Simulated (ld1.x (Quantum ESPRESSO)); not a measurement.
Scattering properties, RRKJ potential for Sb

- Element: Sb (Z = 51)
- Generator: ld1.x (Quantum ESPRESSO) 7.5
- Type: norm-conserving RRKJ (Kleinman–Bylander form)
- Functional: PBE
- Relativity: scalar-relativistic
- Frozen core: [Ar] 3d10 4s2
- Valence charge: 21
- Reference configuration: 4p6 4d10 5s2 5p0 (charge +3)
- Partial waves: 5s (bound): rc 1.70 bohr; 4p (bound): rc 1.40 bohr; 4d (bound): rc 1.55 bohr
- Local potential: the d channel
- Core correction: a·sin(br)/r model core inside 0.95 bohr

The phase is arctan(r·u′/u) with u = r·R(r), unwrapped; energies in Ry, scanned from -12 to 5 Ry. A pole is an energy at which the radial function vanishes at the test radius. The pseudo phase is shifted by a multiple of π to meet the all-electron one at the reference energy, and phase errors are pseudo minus all-electron; the curves can meet again beyond the range given. Levels narrower than the energy grid can be missing from the lists of poles.

| channel | radius (bohr) | reference energy (Ry) | poles, all-electron | poles, pseudo | unbroken range about the reference energy with phases within 0.05 rad | phase error 1 Ry above the reference energy (rad) |
| --- | --- | --- | --- | --- | --- | --- |
| s | 1.84 | -2.86 | 2.69 | 1.41 | below 0.9 | -0.012 |
| p | 1.84 | -9.65 | -9.49, 4.88 | -9.49, 4.00 | below -1.9 | +0.000 |
| d | 1.84 | -4.61 | -4.11 | -4.11 | below 0.6 | +0.002 |

Note: ghost state, extra bound levels that the all-electron valence spectrum of the same l lacks: s at -219.6 eV. A true bound ghost makes a file unfit for plane-wave use.

Phases in the p channel:

```
E (Ry)  all-electron  pseudo
-12.00         1.363   1.363
-11.76         1.357   1.357
-11.52         1.350   1.350
-11.28         1.341   1.342
-11.04         1.331   1.331
-10.80         1.316   1.316
-10.56         1.294   1.294
-10.32         1.255   1.256
-10.08         1.160   1.160
 -9.84         0.525   0.526
 -9.60        -1.453  -1.453
 -9.36        -1.638  -1.638
 -9.12        -1.695  -1.695
 -8.88        -1.724  -1.724
 -8.64        -1.743  -1.743
 -8.40        -1.757  -1.757
 -8.16        -1.769  -1.769
 -7.92        -1.780  -1.779
 -7.68        -1.789  -1.789
 -7.44        -1.798  -1.798
 -7.20        -1.808  -1.807
 -6.96        -1.817  -1.817
 -6.72        -1.827  -1.826
 -6.48        -1.837  -1.836
 -6.24        -1.847  -1.847
 -6.00        -1.858  -1.858
 -5.76        -1.870  -1.870
 -5.52        -1.883  -1.883
 -5.28        -1.897  -1.897
 -5.04        -1.913  -1.913
 -4.80        -1.931  -1.931
 -4.56        -1.950  -1.951
 -4.32        -1.972  -1.973
 -4.08        -1.998  -1.999
 -3.84        -2.027  -2.029
 -3.60        -2.061  -2.064
 -3.36        -2.102  -2.107
 -3.12        -2.151  -2.157
 -2.88        -2.210  -2.220
 -2.64        -2.283  -2.298
 -2.40        -2.376  -2.398
 -2.16        -2.494  -2.526
 -1.92        -2.644  -2.692
 -1.68        -2.833  -2.900
 -1.44        -3.058  -3.145
 -1.20        -3.305  -3.405
 -0.96        -3.546  -3.647
 -0.72        -3.758  -3.851
 -0.48        -3.930  -4.013
 -0.24        -4.066  -4.138
  0.00        -4.173  -4.236
  0.24        -4.257  -4.312
  0.48        -4.324  -4.374
  0.72        -4.379  -4.424
  0.96        -4.424  -4.466
  1.20        -4.462  -4.502
  1.44        -4.495  -4.532
  1.68        -4.523  -4.558
  1.92        -4.547  -4.581
  2.16        -4.568  -4.602
  2.40        -4.587  -4.620
  2.64        -4.605  -4.637
  2.88        -4.620  -4.653
  3.12        -4.634  -4.667
  3.36        -4.647  -4.680
  3.60        -4.659  -4.693
  3.84        -4.670  -4.705
  4.08        -4.681  -4.716
  4.32        -4.691  -4.727
  4.56        -4.700  -4.738
  4.80        -4.709  -4.748
```
